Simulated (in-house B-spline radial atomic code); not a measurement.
Pm⁷⁺: [Kr] 4d9 4f4 5s2 5p3 (an excited or competing configuration)

Computed with an all-electron radial atomic-structure program (B-spline basis): Dirac-Hartree-Fock, average of configuration, Fermi nucleus of rms radius 4.962 fm.

Screening seen three ways: the hydrogenic charge with the same mean radius, Z_r = [3n² - l(l+1)]/(2<r>), the one with the same energy, Z_e = n√(-2ε), and Slater's rules. Values are occupation-weighted means over j. An effective charge above Z reflects the relativistic contraction of the inner shells.

| shell | electrons | ε (eV) | <r> (bohr) | Z_r | Z_e | Slater |
| --- | --- | --- | --- | --- | --- | --- |
| 1s | 2 | -45560 | 0.02317 | 64.72 | 57.87 | 60.70 |
| 2s | 2 | -7614.2 | 0.09835 | 61.01 | 47.31 | 56.85 |
| 2p | 6 | -6823.4 | 0.08685 | 57.57 | 44.79 | 56.85 |
| 3s | 2 | -1794.5 | 0.259 | 52.12 | 34.45 | 49.75 |
| 3p | 6 | -1538.5 | 0.2573 | 48.58 | 31.90 | 49.75 |
| 3d | 10 | -1178.6 | 0.2359 | 44.52 | 27.92 | 39.85 |
| 4s | 2 | -461.92 | 0.5891 | 40.74 | 23.31 | 33.25 |
| 4p | 6 | -373.64 | 0.6222 | 36.97 | 20.96 | 33.25 |
| 4d | 9 | -245.69 | 0.6754 | 31.09 | 17.00 | 22.20 |
| 5s | 2 | -138.38 | 1.325 | 28.30 | 15.95 | 13.75 |
| 5p | 3 | -114.04 | 1.457 | 25.04 | 14.48 | 13.75 |
| 4f | 4 | -112.8 | 0.8083 | 22.27 | 11.52 | 14.95 |

The least bound orbital is 5p3/2 at -112.4 eV, and it is also the most diffuse (<r> = 1.475 bohr). The part-filled 4d shell lies below the filled 5s shell in orbital energy.

Spin-orbit splittings of the orbital energies (j = l + 1/2 above j = l - 1/2 when positive): 2p 562 eV, 3p 115.6 eV, 3d 24.71 eV, 4p 25.79 eV, 4d 4.685 eV, 5p 4.816 eV, 4f 0.5533 eV.

For the 1s electron the small component carries 5.13 % of the norm, the zero-frequency Breit interaction raises the level by 129 eV, self-energy by 76.28 eV, and vacuum polarisation lowers it by 11.89 eV.
